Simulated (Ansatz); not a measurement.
# What each rung costs, and what it gives

Saddle point of BSi$_{4}$H$_{11}$Cl$_{2}$O$_{2}$, singlet (BSi₄H₉Cl₂O ([SiH3][Si]([SiH3])([SiH3])[O][B]([Cl])[Cl]) + H₂O → BSi₄H₁₀ClO₂ ([OH][B]([Cl])[O][Si]([SiH3])([SiH3])[SiH3]) + HCl; bonds formed: Cl2–H9; dative contacts that become bonds: B1–O10; bonds broken: B1–Cl2, H9–O10), PBE0-D4/def2-TZVP structure:

```json
{"atom": "B1", "x (Å)": "-1.4597", "y (Å)": "-1.2217", "z (Å)": "-1.2927"}
{"atom": "Cl2", "x (Å)": "-0.0830", "y (Å)": "-2.9742", "z (Å)": "-0.5109"}
{"atom": "Cl3", "x (Å)": "-2.1961", "y (Å)": "-1.7147", "z (Å)": "-2.8214"}
{"atom": "O4", "x (Å)": "-0.7150", "y (Å)": "-0.1288", "z (Å)": "-1.1892"}
{"atom": "Si5", "x (Å)": "0.3398", "y (Å)": "0.5403", "z (Å)": "-0.0639"}
{"atom": "Si6", "x (Å)": "0.5721", "y (Å)": "2.7862", "z (Å)": "-0.6785"}
{"atom": "Si7", "x (Å)": "-0.5275", "y (Å)": "0.4196", "z (Å)": "2.1123"}
{"atom": "Si8", "x (Å)": "2.4321", "y (Å)": "-0.5241", "z (Å)": "-0.1497"}
{"atom": "H9", "x (Å)": "-1.4922", "y (Å)": "-2.4149", "z (Å)": "0.1333"}
{"atom": "O10", "x (Å)": "-2.2724", "y (Å)": "-1.6269", "z (Å)": "-0.0802"}
{"atom": "H11", "x (Å)": "-0.7470", "y (Å)": "3.4744", "z (Å)": "-0.6947"}
{"atom": "H12", "x (Å)": "1.4504", "y (Å)": "3.4498", "z (Å)": "0.3230"}
{"atom": "H13", "x (Å)": "1.1960", "y (Å)": "2.9059", "z (Å)": "-2.0234"}
{"atom": "H14", "x (Å)": "-0.6610", "y (Å)": "-0.9889", "z (Å)": "2.5710"}
{"atom": "H15", "x (Å)": "0.4290", "y (Å)": "1.1265", "z (Å)": "3.0088"}
{"atom": "H16", "x (Å)": "-1.8556", "y (Å)": "1.0856", "z (Å)": "2.2091"}
{"atom": "H17", "x (Å)": "3.4574", "y (Å)": "0.5245", "z (Å)": "0.1220"}
{"atom": "H18", "x (Å)": "2.6648", "y (Å)": "-1.0788", "z (Å)": "-1.5084"}
{"atom": "H19", "x (Å)": "2.5672", "y (Å)": "-1.5865", "z (Å)": "0.8773"}
{"atom": "H20", "x (Å)": "-3.0994", "y (Å)": "-2.0534", "z (Å)": "-0.3442"}
```

Barriers are electronic and count from the start structure reached by relaxing down the imaginary mode.

Computed with Ansatz 0.2.0 (basis: as named in each row); correlated methods freeze the cores. B3LYP uses VWN-RPA correlation. Extrapolation: Hartree–Fock as exp(−7.88 √X), correlation as X^−2.97.

Times are rough, for one single point on 4 threads of a shared host (AMD EPYC 7R13), with one NVIDIA H100 (or a share of it) where marked.

The estimate by CCSD(T) at an estimated basis limit (MP2 extrapolated from triple and quadruple zeta, plus CCSD(T) − MP2 in triple zeta) is 64.0 kJ/mol.

```
      method       basis   time (s)  barrier (kJ/mol)  method less estimate
          HF      STO-3G    under 1              82.8                  18.8
      PBE-D4      STO-3G          1              -0.5                 -64.5
       SPW92    def2-SVP          2              29.8                 -34.1
      PBE-D4    def2-SVP          2              41.3                 -22.6
    B3LYP-D4       6-31G          3              51.5                 -12.5
    B3LYP-D4  def2-TZVPP   4 (H100)              52.7                 -11.2
    BHLYP-D4  def2-TZVPP   4 (H100)              64.7                   0.7
     PBE0-D4    def2-SVP          4              54.6                  -9.4
     CCSD(T)    def2-SVP   4 (H100)              70.3                   6.3
      B2PLYP  def2-TZVPP   4 (H100)              58.1                  -5.9
    PBE-QIDH  def2-TZVPP   4 (H100)              63.5                  -0.5
      PBE-D4  def2-TZVPP   4 (H100)              44.5                 -19.5
  RPA on PBE  def2-TZVPP   5 (H100)              64.3                   0.3
   r2SCAN-D4  def2-TZVPP   5 (H100)              49.7                 -14.3
  r2SCAN0-D4  def2-TZVPP   5 (H100)              57.3                  -6.6
     BLYP-D4  def2-TZVPP   6 (H100)              44.4                 -19.6
CAM-B3LYP-D4  def2-TZVPP   6 (H100)              56.9                  -7.1
     wB97M-V  def2-TZVPP   6 (H100)              61.5                  -2.5
       SPW92  def2-TZVPP   6 (H100)              33.6                 -30.4
      B97M-V  def2-TZVPP   6 (H100)              62.3                  -1.7
     PBE0-D4  def2-TZVPP   6 (H100)              55.2                  -8.7
     wB97X-V  def2-TZVPP   6 (H100)              64.1                   0.1
         MP2  def2-QZVPP  12 (H100)              63.0                  -0.9
     wB97M-V    def2-SVP         14              60.2                  -3.8
     CCSD(T)  def2-TZVPP  55 (H100)              65.1                   1.1
```

All methods are single points on the PBE0-D4 structures; a negative value means that the method puts the saddle structure below the start.

The T1 diagnostic stays at or below 0.014.

The step is the kind of ligand exchange by which a precursor binds to a hydroxyl group, or is hydrolysed, in atomic layer deposition of oxides. Here a small cluster stands in for the surface site.

Labels in which every atom is bracketed show which atoms are joined, not bond orders.
